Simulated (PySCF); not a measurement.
Ionisation energy of Cr⁺ by level of theory

Cr⁺ [Ar] 3d5 (6S) → Cr²⁺ [Ar] 3d4 (5D), as a difference of total energies. Computed with PySCF 2.14 in Sapporo-DKH3-DZP-2012 (6s5p3d1f, 43 functions), with scalar relativity by spin-free X2C-1e. Correlated levels: valence: [Ar] frozen. The calculations carry no spin-orbit coupling.

| method | ionisation energy (eV) |
| --- | --- |
| UHF | 15.089 |
| B3LYP | 16.943 |
| r2SCAN | 16.968 |
| MP2 (valence) | 16.005 |
| SCS-MP2 (valence) | 15.395 |

Problem. How much does correlation contribute at MP2 (valence)?

Solution. 16.005 − (15.089) = 0.916 eV, measured against UHF.

The reference lies between the lowest fine-structure levels, while these numbers refer to the centres of the terms.

Errors of the correlated levels include the incompleteness of this basis and the frozen core.

For comparison: 16.486 eV (measured; NIST Atomic Spectra Database, ionization energies).
